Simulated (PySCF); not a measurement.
Gas-phase reaction: 2 GaH3 + 2 CH3 + C4H6 (butadiene) = 2 Ga(CH3)3

Energies from PySCF, thermal terms from the rigid-rotor harmonic-oscillator model, ideal gas at 1 bar. † marks an energy on the PBE0/def2-TZVP geometry and frequencies; other levels use their own. MP2 freezes the core. 6-31G* has spherical d functions here. Open shells (unrestricted): CH3 (multiplicity 2); the rest are closed-shell singlets. Ga: all electrons, no relativistic terms. Methyl groups turn as free rotors in Ga(CH3)3. GaH3: computed as isolated molecules; such fragments, hydroxides, amides, oligomers or adducts are transient or little studied in the gas. MP2 isn't extrapolated to the basis-set limit; its ΔH°(298 K) is -714.0 kJ in def2-SVP and -773.9 kJ in def2-TZVPP. The harmonic model lacks anharmonicity and excited electronic states, which grow with temperature; levels with a mode under 35 cm⁻¹ are left out. Internal rotation in C4H6 (butadiene) is treated as a harmonic vibration of one conformer, which makes the entropy rough.

| level | ΔE electronic, kJ | ΔH°(298 K), kJ | ΔS°(298 K), J/K | ΔG°(600 K), kJ |
|---|---|---|---|---|
| HF/6-31G* | -581 | -506 | -401 | -262 |
| MP2/def2-TZVPP† | -840 | -774 | -390 | -538 |
| PBE/def2-SVP | -773 | -709 | -389 | -474 |
| PBE/def2-TZVP† | -775 | -710 | -390 | -474 |
| PBE0/def2-QZVP† | -784 | -718 | -390 | -483 |
| ωB97X-V/def2-TZVP† | -798 | -732 | -390 | -496 |
ΔH° is lowest at MP2/def2-TZVPP† and highest at HF/6-31G*. No reference value is set beside these.
